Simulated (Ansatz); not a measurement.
Isolated molecules relaxed with PBE0-D4/def2-TZVP in Ansatz; ΔE leaves out vibrations. CCSD(T)/CBS adds triple-zeta CCSD(T) − MP2 to the extrapolated MP2 energy (def2 sets, frozen cores). This one scheme is used for every species. Functionals use def2-TZVPP. B3LYP here is the variant with VWN-RPA as its local correlation; programs differ in this. Each species was taken in one conformer, which may not be the lowest.

Consider the formal exchange of groups at a C–C bond: `CC(=O)CC(C)=O` + propane → `CC(=O)CC(=O)C(C)C` + CH₄.

CCSD(T)/CBS gives -14.5 kJ/mol.

Another level gave -12.8 kJ/mol. Which?
A. r2SCAN-D4/def2-TZVPP
B. B3LYP/def2-TZVPP
C. B2PLYP/def2-TZVPP
D. MP2/def2-TZVPP

A. r2SCAN-D4 -12.8, B3LYP -2.0, B2PLYP -8.3, MP2/def2-TZVPP -18.2 kJ/mol.

Largest T1 diagnostic among the species: 0.015.

In def2-TZVPP, CCSD(T) changes the Hartree–Fock value by −15.9 kJ/mol (the triples alone add −3.1 kJ/mol) and MP2 by −18.7 kJ/mol. The D4 term adds −9.6 kJ/mol with B3LYP and −5.9 kJ/mol with PBE0; it sums over pairs of atoms, weighted by their polarisabilities, and B3LYP, whose exchange is more repulsive, gets the larger term.
